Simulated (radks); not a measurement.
Polarisability of the chlorine ion Cl7+, [Ne], at imaginary frequency. Method: non-relativistic Kohn-Sham, LDA (Slater exchange, Perdew-Wang correlation), spin-polarised, spherical densities, point nucleus; computed with a radial shooting solver on a logarithmic mesh with Libxc functionals. Response by self-consistent Sternheimer equations with the Hartree and adiabatic LDA kernel.

w (hartree),alpha1(iw) (bohr^3),alpha2(iw) (bohr^5)
0.00266,0.05295,0.01888
0.0143,0.05295,0.01888
0.0360,0.05295,0.01888
0.0697,0.05295,0.01888
0.118,0.05294,0.01888
0.186,0.05293,0.01887
0.280,0.05291,0.01887
0.413,0.05287,0.01885
0.605,0.05277,0.01882
0.892,0.05256,0.01875
1.35,0.05207,0.01860
2.12,0.05080,0.01820
3.59,0.04723,0.01708
6.94,0.03689,0.01371
17.5,0.01540,0.006049

Static values: alpha1 = 0.05295 bohr^3 (0.007846 angstrom^3; uncoupled 0.05818), alpha2 = 0.01888 bohr^5, alpha3 = 0.01058 bohr^7. C6 = 0.02298, C8 = 0.04248, triple-dipole C9 = 0.0008908 atomic units. One-pole (London) frequency 4 C6 / (3 alpha1^2) = 10.928 hartree, against 11.866 for minus the highest occupied eigenvalue. The dipole shielding factor is 0.588, as the force sum rule N/Z = 0.588 demands.
